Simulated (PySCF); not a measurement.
BGeH₅O, SMILES [O]([GeH3])B. Atoms are numbered in the order given.

```xyz
8

O     -0.5132     1.0546     0.0000
Ge     0.0378    -0.6646     0.0000
H     -0.5506    -1.2935     1.2695
H     -0.5506    -1.2935    -1.2695
H      1.5751    -0.6758     0.0000
B      0.2519     2.1570     0.0000
H      1.4689     2.0752     0.0000
H     -0.3067     3.2339     0.0000
```

Geometry optimised at PBE0-D3(BJ)/def2-SVP.

Level of theory: PBE0-D3(BJ)/def2-SVP run with PySCF 2.14.0.

Frequencies are harmonic and unscaled.

```csv
mode,ν (cm⁻¹),IR (km/mol),moving atoms (share of kinetic energy)
1,70,0.3,"H 68 %, O 22 %, B 10 %"
2,226,2.4,"H 31 %, B 31 %, O 31 %"
3,308,0.0,"H 89 %, O 10 %"
4,594,68.5,"O 47 %, Ge 22 %, H 17 %, B 14 %"
5,638,31.8,"H 82 %, O 12 %"
6,650,41.0,H 89 %
7,860,156.8,H 96 %
8,869,50.2,H 99 %
9,879,66.0,H 98 %
10,1013,53.7,"H 69 %, B 20 %, O 11 %"
11,1057,61.6,"H 71 %, B 28 %"
12,1208,5.0,"H 83 %, O 17 %"
13,1408,367.5,"B 53 %, O 33 %, H 14 %"
14,2173,56.2,H 99 %
15,2193,88.3,H 99 %
16,2195,111.6,H 98 %
17,2514,148.5,H 95 %
18,2618,212.2,"H 88 %, B 12 %"
```
